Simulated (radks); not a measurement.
All-electron atom: neutral scandium in [Ar] 3d1 4s2.

Calculated with a radial shooting solver on a logarithmic mesh with Libxc functionals: scalar-relativistic Kohn-Sham, r2SCAN, spin-polarised, spherical densities, finite nucleus; open shells are filled with parallel spins first; meta-GGA in the generalised Kohn-Sham scheme; Fermi nuclear charge, rms radius 3.5459 fm.

Energy parts (eV):
part                      energy
total                 -20796.121
kinetic                20954.671
electron-nucleus      -49391.557
Hartree                 8703.600
exchange-correlation   -1062.835

Orbitals (lengths in bohr, moments of r in powers of bohr):
| orbital | occ. | eigenvalue (eV) | <1/r> |
|---|---|---|---|
| 1s down | 1 | -4416.389 | 20.77 |
| 1s up | 1 | -4416.377 | 20.77 |
| 2s up | 1 | -481.5687 | 4.313 |
| 2s down | 1 | -481.3009 | 4.315 |
| 2p up | 3 | -393.0471 | 4.202 |
| 2p down | 3 | -392.8402 | 4.204 |
| 3s up | 1 | -57.5612 | 1.299 |
| 3s down | 1 | -56.5484 | 1.300 |
| 3p up | 3 | -35.1772 | 1.168 |
| 3p down | 3 | -34.1421 | 1.169 |
| 4s up | 1 | -4.4583 | 0.3488 |
| 4s down | 1 | -4.0896 | 0.3306 |
| 3d up | 1 | -3.4182 | 0.7657 |
| 3d down | 0 | -2.4539 | 0.7370 |

The highest occupied level is 3d up at -3.418 eV. Spin moment in Bohr magnetons: 1. The spin density at the nucleus is 0.1588 e/bohr^3 (1s 0.0173, 2s -0.2501, 3s -0.0128, 4s 0.4043). Summed over all electrons, <r^2> = 50.54 bohr^2, which gives a Langevin (diamagnetic) susceptibility term of -40 x 10^-6 cm^3/mol. The density falls to 0.001 e/bohr^3 at r = 5.00 bohr. The electron density at the nucleus is 7290 e/bohr^3 (large components only). For comparison, the ionisation energy in NIST's Atomic Spectra Database is 6.561 eV (measured). In exact Kohn-Sham theory the highest level is minus the ionisation energy, but local and semilocal functionals leave it too shallow, through self-interaction and a potential that decays too fast; potentials with the right tail come closer.
